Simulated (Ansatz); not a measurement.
Consider the formal exchange of groups at the Si–Si bond: `[SiH3][SiH2][GaH2]` + `C/N=C(\C)O` → `C/C(O)=N\[SiH3]` + `C[SiH2][GaH2]`.

Program: Ansatz. Geometries: PBE0-D4/def2-TZVP. ΔE: electronic, gas phase. CBS: MP2 limit from def2 TZ/QZ plus the TZ coupled-cluster correction, frozen cores. Double bonds are as drawn, so ΔE can hold a change between cis and trans. Functionals use def2-TZVPP. B3LYP here is the variant with VWN-RPA as its local correlation; programs differ in this. For Ga outer-core shells are correlated without core-valence functions, which leaves a few kJ/mol of doubt a bond. Scalar relativity is left out up to krypton. One conformer a species, not always the lowest.

`[SiH3][SiH2][GaH2]`:

Z-matrix (Å, degrees):
```
Si
Si 1 2.342
H 1 1.489 2 109.9
H 1 1.488 2 111.7 3 120.6
H 1 1.489 2 109.9 3 -118.8
Ga 2 2.406 1 109.0 3 59.2
H 2 1.491 1 107.8 3 -62.5
H 2 1.491 1 107.9 3 -178.9
H 6 1.572 2 120.5 1 -87.8
H 6 1.572 2 120.7 1 89.5
```

`C/N=C(\C)O`:

Cartesian coordinates in Å:
```
C -1.583 0.033 -0.471
N -0.342 0.659 -0.853
C 0.708 0.359 -0.221
C 0.853 -0.595 0.918
O 1.874 0.938 -0.569
H -2.384 0.404 -1.111
H -1.552 -1.059 -0.580
H -1.861 0.252 0.568
H 0.221 -0.282 1.753
H 1.886 -0.648 1.253
H 0.519 -1.591 0.619
H 1.662 1.528 -1.306
```

`C/C(O)=N\[SiH3]`:

Z-matrix (Å, degrees):
```
C
C 1 1.495
H 1 1.092 2 109.6
H 1 1.092 2 109.5 3 117.2
H 1 1.087 2 111.3 3 -121.4
O 2 1.347 1 110.4 3 -58.4
N 2 1.259 1 129.5 3 121.6
H 6 0.968 2 105.9 1 -180.0
Si 7 1.715 2 132.4 1 0.0
H 9 1.495 7 114.7 2 0.1
H 9 1.485 7 108.6 2 -120.9
H 9 1.485 7 108.5 2 121.0
```

`C[SiH2][GaH2]`:

Z-matrix (Å, degrees):
```
C
Si 1 1.880
H 1 1.092 2 110.8
H 1 1.092 2 111.0 3 120.2
H 1 1.092 2 110.8 3 -119.6
Ga 2 2.414 1 114.4 3 59.8
H 2 1.494 1 109.6 3 -178.2
H 2 1.494 1 109.6 3 -62.2
H 6 1.575 2 120.8 1 -179.9
H 6 1.577 2 122.1 1 0.1
```

```csv
level,ΔE (kJ/mol)
B3LYP-D4,-101.7
HF/CBS(def2),-118.8
```

What does CCSD(T)/CBS give? (An estimate is asked.)

Ansatz gave: -101.8 kJ/mol. The listed levels differ from it by 0.1, -17.0 kJ/mol.

Largest T1 diagnostic among the species: 0.014.

In def2-TZVPP, CCSD(T) changes the Hartree–Fock value by +18.4 kJ/mol (the triples alone add +2.4 kJ/mol) and MP2 by +7.9 kJ/mol. From PBE to PBE0 (25 % exact exchange), in def2-TZVPP and without D4, ΔE moves by −6.1 kJ/mol.
